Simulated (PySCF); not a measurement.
(Z)-1,2-dibromo-1,2-difluoroethene (C₂Br₂F₂), SMILES C(/F)(Br)=C(/F)Br. Geometry optimised at PBE-D3(BJ)/def2-SVP.

Computed with PBE-D3(BJ)/def2-SVP (PySCF).

Harmonic wavenumbers (cm⁻¹): 110, 121, 304, 306, 311, 364, 431, 497, 877, 1132, 1194, 1679. Rotational constants (GHz): 2.070, 0.8817, 0.6184; symmetry number 2.

### Question
Work out the zero-point energy and the ideal-gas rigid-rotor harmonic-oscillator thermochemistry at 298.15 K and 1 atm.

### Answer
ZPE = ½ Σ hcν = ½ × 7326 cm⁻¹ = 43.82 kJ/mol. H − E(el) = 63.19 kJ/mol. Entropy in J/(mol K): translation 176.12, rotation 119.89, vibration 55.97, total 351.99. G − E(el) = -41.76 kJ/mol. Cp = 92.23 J/(mol K). Modes under 150 cm⁻¹ make the vibrational entropy uncertain.
